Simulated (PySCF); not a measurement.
C3HBrClF, SMILES C(=C=C(F)Br)Cl.

Geometry: PBE-D3(BJ)/def2-SVP. The structure was generated by enumeration, and PubChem lists no compound with its InChIKey, so it may never have been made.

Level of theory: TDDFT-PBE/def2-SVPD in PySCF.

Vertical excitations. The molecule is in vacuum.

Computed lowest excited states:
| state | energy (eV) | λ (nm) | f | main pairs |
|---|---|---|---|---|
| S1 | 4.08 | 304 | 0.000 | HOMO→LUMO 100 % |
| S2 | 4.80 | 258 | 0.017 | HOMO−1→LUMO 62 %, HOMO→LUMO+1 26 % |
| S3 | 4.90 | 253 | 0.001 | HOMO−1→LUMO+1 97 % |
| S4 | 5.32 | 233 | 0.000 | HOMO−3→LUMO 92 % |
| S5 | 5.38 | 230 | 0.008 | HOMO−2→LUMO 81 % |
| S6 | 5.60 | 221 | 0.399 | HOMO→LUMO+1 46 %, HOMO−1→LUMO+2 17 %, HOMO−1→LUMO 17 %, HOMO−4→LUMO+1 9 % |
| S7 | 5.66 | 219 | 0.024 | HOMO→LUMO+2 79 %, HOMO−4→LUMO 16 % |
| S8 | 5.78 | 214 | 0.000 | HOMO−2→LUMO+1 98 % |
| S9 | 5.87 | 211 | 0.002 | HOMO−4→LUMO 83 %, HOMO→LUMO+2 16 % |
| S10 | 5.97 | 208 | 0.000 | HOMO−3→LUMO+1 97 % |
| T1 | 3.65 | 340 | 0 | HOMO−1→LUMO 92 % |
| T2 | 3.72 | 333 | 0 | HOMO→LUMO 99 % |
| T3 | 3.92 | 317 | 0 | HOMO→LUMO+1 93 % |
| T4 | 4.56 | 272 | 0 | HOMO−1→LUMO+1 99 % |
Triplets are in the Tamm–Dancoff approximation, which puts them higher than full response would, so one can lie above its singlet here.
